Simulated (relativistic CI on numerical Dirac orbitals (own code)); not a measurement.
## Hyperfine structure of Xe XXXIV, mass number 131

Calculated at this level of theory: Dirac-Coulomb-Breit CI, separate exchange-only KLI orbitals for each configuration, model QED (radiative potential, 1s self-energy scaled to tabulated hydrogen-like ionisation energies), unscaled Slater integrals (own radial code, finite nucleus).

Configurations in the expansion (outside the closed core [Ne]): 3s²3p⁶3d³, 3s²3p⁵3d⁴, 3s3p⁶3d⁴, 3s²3p⁶3d²4s, 3s²3p⁶3d²4p, 3s²3p⁶3d²4d, 3s²3p⁵3d³4s, 3s²3p⁶3d²4f, 3s²3p⁵3d³4p, 3s3p⁶3d³4s, 3p⁶3d⁴4p, 3p⁶3d⁵, 3p⁵3d⁶, 3p⁵3d⁵4s, 3p⁶3d⁴4s, 3p⁵3d⁴4s², 3s²3p⁶3d4s², 3s²3p⁶4s²4p, 3s²3p⁶4s²4d. Double excitations out of closed p, d and f shells are left out; levels of such configurations are missing from the list, as are those of other unlisted configurations, and high levels can miss mixing partners. These lack a partner that the ground configuration has and come out too high: 3s²3p⁵3d³4p.

Nuclear spin I = 3/2, μ = 0.69185 μN, Q = -0.114 b (tables of Stone and Pyykkö). The electronic factors are computed for point nuclear moments, without core polarisation or the Bohr-Weisskopf and QED corrections.

| Level | E (cm⁻¹) | A (MHz) | B (MHz) |
| --- | --- | --- | --- |
| 3s²3p⁶3d³ ⁴F3/2 | 0.0 | 14970 | 1650 |
| 3s²3p⁶3d³ ⁴F5/2 | 86703.8 | 8882 | 993 |
| 3s²3p⁶3d³ ⁴F7/2 | 130888.3 | 8856 | 40.5 |
| 3s²3p⁶3d³ ⁴P1/2 | 157415.8 | -5319 |  |
| 3s²3p⁶3d³ ²G7/2 | 233241.7 | 8396 | -586 |
| 3s²3p⁶3d³ ⁴P5/2 | 239070.2 | 4198 | -2300 |
| 3s²3p⁶3d³ ⁴F9/2 | 246816.5 | 7896 | -1300 |
| 3s²3p⁶3d³ ²P1/2 | 292784.1 | -1384 |  |

Levels with J = 0, under 50 % of one LS term, or S terms without an open s electron are left out. Small factors come from cancelling terms and can be off by tens of per cent or more.

At this charge energies of transitions that change n are usually good to better than 1 %, and those within a shell (Δn = 0) to a few per cent. Terms inside the open d or f shell come out 10 to 20 % too wide with unscaled integrals.

Q: Give the hyperfine levels of 3s²3p⁶3d³ ⁴F3/2 relative to its centre of gravity.

A: With K = F(F + 1) − I(I + 1) − J(J + 1), E = AK/2 + B[¾K(K + 1) − I(I + 1)J(J + 1)]/[2I(2I − 1)J(2J − 1)]: F = 0: -54090, F = 1: -40770, F = 2: -12470, F = 3: 34110 MHz.

LS names give the leading component of a level, which can be under half, so a name can repeat, a term be missing and a line seem to break the LS rules.
